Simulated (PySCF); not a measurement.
Al(Cl)(vinyl)(OH) (C2H4AlClO), SMILES [Cl][Al]([CH]=C)[OH].

Geometry: r2SCAN-D4/def2-SVP. The structure was generated by enumeration; whether it is a known compound was not checked. One conformer was computed; it need not be the lowest.

Two levels are set side by side: PBE/def2-TZVP (PySCF) and ωB97X/def2-TZVP (PySCF). Same geometry, gas phase. Differences are taken from unrounded values.

```json
[
 {"quantity": "orbital gap (eV)", "ωB97X": "11.41"},
 {"quantity": "highest occupied level (eV)", "ωB97X": "-10.56"},
 {"quantity": "lowest empty level (eV)", "ωB97X": "0.85"},
 {"quantity": "dipole moment (D)", "ωB97X": "1.01"},
 {"quantity": "mean polarisability (bohr³)", "ωB97X": "60.8"}
]
```

Q: What does PBE give, and how far is it from ωB97X? (Estimate from the structure and the level; the computed values follow.)

A: 
```
quantity                       PBE  PBE minus ωB97X
---------------------------  -----  ---------------
orbital gap (eV)              4.96            -6.45
highest occupied level (eV)  -7.07             3.49
lowest empty level (eV)      -2.11            -2.96
dipole moment (D)             1.02             0.01
mean polarisability (bohr³)   64.4              3.7
```

PBE's occupied levels lie high since its potential decays too fast outside the molecule; exact exchange lowers them and widens the gap. PBE's more diffuse valence density responds more strongly to a field. Differences between two approximate levels are no errors against the true value.

Rough cost on one machine, each run with all the roots and properties that it gave: ωB97X against PBE within a factor of 2.
